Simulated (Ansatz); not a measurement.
`C#C[Si](C)(Cl)Cl` + H₂ → `C#C[SiH](Cl)Cl` + CH₄ at 600 K and 1 bar (hydrogenolysis of the Si–C bond).

Computed with Ansatz on PBE0-D4/def2-TZVP structures; ΔE is electronic, products minus reactants. CCSD(T)/CBS adds triple-zeta CCSD(T) − MP2 to the extrapolated MP2 energy (def2 sets, frozen cores). This one scheme is used for every species.

| species | CCSD(T)/CBS energy (Eh) | H − E (kJ/mol) | S (J/(mol·K)) |
| --- | --- | --- | --- |
| `C#C[Si](C)(Cl)Cl` | -1325.27391 | 226.5 | 479.1 |
| H₂ | -1.17544 | 43.9 | 150.8 |
| `C#C[SiH](Cl)Cl` | -1285.99086 | 136.2 | 419.3 |
| CH₄ | -40.46206 | 140.4 | 215.7 |

H − E and S are ideal-gas, rigid-rotor, harmonic terms from PBE0-D4/def2-TZVP. The MP2-based limit puts H₂ 0.8 mEh under its directly extrapolated value; such offsets cancel only in part. 1 Eh = 2625.50 kJ/mol, R = 8.31446 J/(mol·K).

**Question.** By hand: ΔE, ΔH, ΔS and ΔG.

**Answer.** ΔE = (-1285.99086) + (-40.46206) − (-1325.27391) − (-1.17544) = -0.00357 Eh = -9.4 kJ/mol. Δ(H − E) = 136.2 + 140.4 − 226.5 − 43.9 = 6.2, so ΔH = -3.2 kJ/mol. ΔS = 419.3 + 215.7 − 479.1 − 150.8 = 5.1 J/(mol·K). ΔG = -3.2 − 600 × (5.1)/1000 = -6.3 kJ/mol.

**Question.** By hand: the equilibrium constant, and the temperature at which ΔG would vanish if ΔH and ΔS stayed fixed.

**Answer.** log₁₀ K = −ΔG/(RT ln 10) = 0.5. ΔH and −TΔS have one sign here, so there is no such temperature. One of them is within its doubt of zero, so this could turn.

TΔS isn't small against ΔH here. A doubt of 5 kJ/mol in ΔE shifts log₁₀ K by 0.4 here. These are equilibria of isolated gas molecules and say nothing of rates. Largest T1 diagnostic: 0.011 (customary marks: 0.02 for closed shells, 0.045 for open ones).
